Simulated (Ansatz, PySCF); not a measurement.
Te(Cl)2 cation (Cl2Te), SMILES Cl[Te]Cl (connectivity only; charge and spin as stated), charge +1, multiplicity 2. Atoms are numbered in the order given.

```xyz
3

Te     0.0000     0.0000     0.5781
Cl     0.0000     1.7529    -0.8616
Cl     0.0000    -1.7529    -0.8616
```
Charge +1, spin multiplicity 2.

The structure is a stationary point at B3LYP-D3(BJ)/def2-TZVP. The spin state was assumed, not searched. The isomer is the one that the SMILES or the coordinates give; other isomers of the formula were not compared. The def2 effective core potentials stand for the cores of Te; spin–orbit coupling is left out.

Two levels are set side by side: PBE-D3(BJ)/def2-TZVP (Ansatz, a quantum-chemistry and plane-wave program) and B3LYP-D3(BJ)/def2-TZVP (Ansatz). Each level has its own optimised geometry; the coordinates shown are those of the second. Frequencies come from the Hessian of PySCF at each geometry. Differences are taken from unrounded values.

```json
[
 {"quantity": "mean bond length (Å)", "B3LYP-D3(BJ)": "2.268"},
 {"quantity": "bond Te1–Cl2 (Å)", "B3LYP-D3(BJ)": "2.268"},
 {"quantity": "bond Te1–Cl3 (Å)", "B3LYP-D3(BJ)": "2.268"},
 {"quantity": "highest harmonic wavenumber (cm⁻¹)", "B3LYP-D3(BJ)": "420"},
 {"quantity": "mean harmonic wavenumber (cm⁻¹)", "B3LYP-D3(BJ)": "324"},
 {"quantity": "zero-point energy (kcal/mol)", "B3LYP-D3(BJ)": "1.39"}
]
```

What does PBE-D3(BJ) give, and how far is it from B3LYP-D3(BJ)? (The exact figures need the calculation; the answer reports its results.)


| quantity | PBE-D3(BJ) | PBE-D3(BJ) minus B3LYP-D3(BJ) |
|---|---|---|
| mean bond length (Å) | 2.273 | 0.005 |
| bond Te1–Cl2 (Å) | 2.273 | 0.005 |
| bond Te1–Cl3 (Å) | 2.273 | 0.005 |
| highest harmonic wavenumber (cm⁻¹) | 413 | -8 |
| mean harmonic wavenumber (cm⁻¹) | 317 | -6 |
| zero-point energy (kcal/mol) | 1.36 | -0.03 |

On these quantities the two levels nearly agree.
